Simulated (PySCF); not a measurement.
**Si+: ionisation energy**

Si+ [Ne] 3s2 3p1 (2P) → Si(2+) [Ne] 3s2 (1S), as a difference of total energies. Computed with PySCF 2.14 in def2-TZVPPD, with no relativity, point nucleus. Correlated levels: valence: [Ne] frozen; valence and next inner shell: 1s2 frozen. The calculations carry no spin-orbit coupling.

| method | ionisation energy (eV) |
| --- | --- |
| UHF | 15.842 |
| LDA | 16.376 |
| PBE | 16.421 |
| PBE0 | 16.441 |
| r2SCAN | 16.529 |
| M06-2X | 16.144 |
| M06-L | 16.222 |
| B3LYP | 16.420 |
| M06 | 16.187 |
| MP2 (valence) | 16.101 |
| SCS-MP2 (valence) | 16.089 |
| MP2 (valence and next inner shell) | 16.094 |
| SCS-MP2 (valence and next inner shell) | 16.082 |

A first-order spin-orbit estimate (lowest level to lowest level, LS coupling) adds 0.021 eV.

Errors of the correlated levels include the incompleteness of this basis and the frozen core.

Q: Which method comes closest to the reference value, and which is furthest?

A: The reference is 16.346 eV (measured; NIST Atomic Spectra Database, ionization energies). Closest: LDA (error 0.051 eV); furthest: UHF (error -0.483 eV), both after the spin-orbit estimate.
